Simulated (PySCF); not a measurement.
## `InChI=1S/C4H4N4SSi/c10-2-1-5-3-4(6-2)8-9-7-3/h1H,10H3`

Geometry:
```
atom   x (Å)   y (Å)   z (Å)
 Si1  -2.578   0.291   0.376
  C2  -0.702  -0.024   0.374
  C3  -0.176  -1.368   0.508
  N4   1.092  -1.670   0.518
  C5   1.917  -0.606   0.391
  N6   3.246  -0.680   0.375
  S7   3.774   0.846   0.206
  N8   2.372   1.660   0.143
  C9   1.412   0.743   0.257
 N10   0.088   1.019   0.251
 H11  -3.148  -0.173   1.678
 H12  -2.822   1.743   0.178
 H13  -3.206  -0.510  -0.718
 H14  -0.885  -2.201   0.608
```

Computed, not measured: quadratic response CAM-B3LYP/aug-cc-pVDZ first hyperpolarisability, Taylor convention, gas phase in PySCF 2.14.0. Geometry: PBE0-D3(BJ)/def2-SVP.

(1) Give the tensor of the static β(0;0,0) in the axes of these coordinates.

Answers

(1) In au, Taylor convention; rows are the first index (the induced dipole):
```tsv
	xx	yy	zz	xy	xz	yz
x	+162.4	+42.3	+13.5	-90.9	+8.8	-1.1
y	-90.9	+20.3	+1.5	+42.3	-1.1	-1.7
z	+8.8	-1.7	-2.3	-1.1	+13.5	+1.5
```
Norm of βᵢ = ⅓ Σⱼ (βᵢⱼⱼ + βⱼᵢⱼ + βⱼⱼᵢ): 228.9 au, hyper-Rayleigh value 97.4 au.
